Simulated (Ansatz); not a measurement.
Geometry optimisation, RHF/6-31G* (Ansatz 0.2.0).

Input:

```yaml
crystal:
  periodic: [false, false, false]
  atoms:
    - { symbol: Si, position_ang: [0.292731, -0.410561, -0.534915] }
    - { symbol: O, position_ang: [-0.067678, -0.146298, 2.319134] }
    - { symbol: Si, position_ang: [-1.424933, -0.294211, 3.265553] }
    - { symbol: H, position_ang: [-2.451445, -1.070727, 2.551351] }
    - { symbol: H, position_ang: [-1.068955, -0.987446, 4.518684] }
    - { symbol: H, position_ang: [-1.955638, 1.041932, 3.57405] }
    - { symbol: H, position_ang: [0.918787, 0.8877, -0.223762] }
    - { symbol: H, position_ang: [-1.159511, -0.357359, -0.286484] }
    - { symbol: H, position_ang: [0.463439, -0.627012, -1.994825] }
    - { symbol: Si, position_ang: [1.30314, -2.108058, 0.569732] }
    - { symbol: H, position_ang: [0.33333, -2.996451, 1.248072] }
    - { symbol: H, position_ang: [2.114103, -2.952698, -0.336297] }
    - { symbol: H, position_ang: [2.236341, -1.603119, 1.607213] }
    - { symbol: H, position_ang: [0.760388, -0.523892, 2.649993] }
basis:
  gaussian: { orbitals: "6-31G*" }
hamiltonian:
  xc: hf
relax:
  f_tol: 0.03
  max_steps: 50
output:
  orbitals: {}
```

Command:

```bash
$ ansatz run input.yaml --threads 1 --pin off --max-ram 2048MiB --backend cpu --events-out ev --progress --plain --runs-dir out
```

Problem. Where does it end, and by what steps?

Solution. The run converged. After 7 steps the energy has fallen by 0.230 eV; H14 moved furthest, 0.74 Å.

```
step  energy less start (eV)  largest force component (eV/Å)  accepted
   0                  0.0000                           1.166       yes
   1                 -0.1487                           0.475       yes
   2                 -0.1903                           0.259       yes
   3                 -0.2132                           0.158       yes
   4                 -0.2191                           0.101       yes
   5                 -0.2286                           0.087       yes
   6                 -0.1997                           0.640        no
   7                 -0.2300                           0.017       yes
```

```xyz
14
Properties=species:S:1:pos:R:3
Si 0.367 -0.468 -0.761
O -0.136 -0.213 2.608
Si -1.527 -0.282 3.500
H -2.534 -0.942 2.660
H -1.315 -1.053 4.741
H -1.988 1.069 3.875
H 0.995 0.826 -0.421
H -1.078 -0.395 -0.469
H 0.523 -0.674 -2.219
Si 1.402 -2.232 0.411
H 0.403 -3.134 1.021
H 2.234 -3.039 -0.512
H 2.295 -1.719 1.472
H 0.653 0.110 3.022
```

Whether the end is a true minimum wasn't checked by a vibrational analysis.

Run time: 23 s on 1 thread of Arm Neoverse V1, with other jobs on the host, peak memory 0.18 GiB.
